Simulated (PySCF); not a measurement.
**From computed data to an observable: entropy of an ideal gas**

carbon diselenide (CSe2), SMILES [Se]=C=[Se].

Geometry: PBE-D3(BJ)/def2-TZVP.

PySCF with PBE-D3(BJ)/def2-TZVP gives the harmonic wavenumbers 311, 311, 373, 1315 cm⁻¹ and the rotational temperature 0.0528 K. The molar mass is 169.95 g/mol, the symmetry number 2, the spin multiplicity 1.

Task: Work out the entropy at 298.15 K and 1 atm in the rigid-rotor, harmonic-oscillator model.

Result: 
Translation (Sackur–Tetrode at 1 atm): S = R[1.5 ln M + 2.5 ln T − 1.16487] = 172.8 J/(mol K).
Rotation: q = T/(σ θ) = 2820, S = R[ln q + 1] = 74.4 J/(mol K).
Vibration: with u = 1.4388 ν/T, each mode gives R[u/(e^u − 1) − ln(1 − e^−u)]:
```json
[
 {"ν (cm⁻¹)": "311", "modes": "2", "u": "1.50", "S (J/(mol K))": "11.36"},
 {"ν (cm⁻¹)": "373", "modes": "1", "u": "1.80", "S (J/(mol K))": "4.47"},
 {"ν (cm⁻¹)": "1315", "modes": "1", "u": "6.35", "S (J/(mol K))": "0.11"}
]
```
These are all the modes. Sum 15.9 J/(mol K).
Spin: R ln 1 = 0.0 J/(mol K).
Total 263.1 J/(mol K); the program's own thermochemistry gives 263.1. Translation makes up 66 % and vibration 6 %. Anharmonicity, hindered rotation and orbital degeneracy are left out.
